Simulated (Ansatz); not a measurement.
`[F][Ti]([F])([F])[F]` + H₂O → `[OH][Ti]([F])([F])[F]` + H–F at 298.15 K and 1 bar (formal hydrolysis of a Ti–F bond).

Computed with Ansatz on PBE0-D4/def2-TZVP structures; ΔE is electronic, products minus reactants. CBS: MP2 limit from def2 TZ/QZ plus the TZ coupled-cluster correction, frozen cores. This one scheme is used for every species. For Ti outer-core shells are correlated without core-valence functions, which leaves a few kJ/mol of doubt a bond. Scalar relativity is left out up to krypton. One conformer a species, not always the lowest.

```json
{"species": "`[F][Ti]([F])([F])[F]`", "CCSD(T)/CBS energy (Eh)": "-1248.36877", "H − E (kJ/mol)": "43.2", "S (J/(mol·K))": "306.2"}
{"species": "H₂O", "CCSD(T)/CBS energy (Eh)": "-76.37941", "H − E (kJ/mol)": "66.4", "S (J/(mol·K))": "188.7"}
{"species": "`[OH][Ti]([F])([F])[F]`", "CCSD(T)/CBS energy (Eh)": "-1224.33935", "H − E (kJ/mol)": "72.1", "S (J/(mol·K))": "349.6"}
{"species": "H–F", "CCSD(T)/CBS energy (Eh)": "-100.39570", "H − E (kJ/mol)": "33.5", "S (J/(mol·K))": "173.6"}
```

H − E and S are ideal-gas, rigid-rotor, harmonic terms from PBE0-D4/def2-TZVP, for one conformer and one mirror image of each species. 1 Eh = 2625.50 kJ/mol, R = 8.31446 J/(mol·K).

Problem. By hand: ΔE, ΔH, ΔS and ΔG.

Solution. ΔE = (-1224.33935) + (-100.39570) − (-1248.36877) − (-76.37941) = 0.01313 Eh = 34.5 kJ/mol. Δ(H − E) = 72.1 + 33.5 − 43.2 − 66.4 = -4.0, so ΔH = 30.5 kJ/mol. ΔS = 349.6 + 173.6 − 306.2 − 188.7 = 28.3 J/(mol·K). ΔG = 30.5 − 298.15 × (28.3)/1000 = 22.1 kJ/mol.

Problem. By hand: the equilibrium constant, and the temperature at which ΔG would vanish if ΔH and ΔS stayed fixed.

Solution. log₁₀ K = −ΔG/(RT ln 10) = -3.9. ΔG = 0 at ΔH/ΔS = 1078 K.

ΔH outweighs TΔS. A doubt of 5 kJ/mol in ΔE shifts log₁₀ K by 0.9 here. Other conformers and mirror images would add mixing entropy, several J/(mol·K) or more a flexible species. These are equilibria of isolated gas molecules and say nothing of rates. Largest T1 diagnostic: 0.023 (customary marks: 0.02 for closed shells, 0.045 for open ones).
